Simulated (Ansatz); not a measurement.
SbH2(iPr) (C3H9Sb), relaxed as a singlet with RKS PBE-D4/def2-SVP in Ansatz, starting from the GFN2-xTB geometry. Force threshold 0.02 eV/Å.

In the def2 sets Sb takes a core potential; there is no spin–orbit coupling. Another isomer (singlet) lies 0.46 eV lower at PBE0-D4/def2-TZVP; other spin states weren't run for this one.

Start:

```xyz
13

C    -0.0936   -0.1778    0.1522
C     0.7587   -0.9287   -0.8528
C    -1.3087    0.4460   -0.5069
Sb    1.1046    1.3689    1.1456
H    -0.0330    1.5063    2.4063
H     1.9283    0.2081    2.0812
H    -0.4205   -0.8670    0.9332
H     1.6293   -1.3699   -0.3695
H     1.1043   -0.2624   -1.6425
H     0.1850   -1.7308   -1.3178
H    -1.9331   -0.3214   -0.9657
H    -1.9117    0.9833    0.2238
H    -1.0095    1.1454   -1.2871
```

(1) Estimate the energy that the relaxation releases and the steps that it takes.

(2) Does the start keep its bonding and symmetry?

(3) Predict the relaxed structure.

## Answers

(1) 9.5 kJ/mol, in 5 steps; 4.6 s on 2 threads of Intel Xeon 6975P-C on a shared host. No frequencies were taken in this run, so the end may be a saddle point.

(2) By distances, no bond broke or formed. The bond that changes most is C1–Sb4, from 2.19 to 2.24 Å (atoms count from 1). Point group Cs at the start, Cs at the end, both within 0.05 Å.

(3) 
```xyz
13

C    -0.1016   -0.1890    0.1433
C     0.7701   -0.9463   -0.8577
C    -1.3290    0.4496   -0.5054
Sb    1.1165    1.3846    1.1635
H    -0.0389    1.5750    2.4468
H     1.9956    0.2203    2.1066
H    -0.4206   -0.8737    0.9555
H     1.6366   -1.4411   -0.3732
H     1.1651   -0.2756   -1.6511
H     0.1801   -1.7388   -1.3697
H    -1.9500   -0.3222   -1.0123
H    -1.9782    0.9624    0.2335
H    -1.0458    1.1948   -1.2799
```
Bond lengths: 2 × C–C 1.53 Å; 1 × C–Sb 2.24 Å; 7 × C–H 1.11 Å; 2 × H–Sb 1.74 Å.
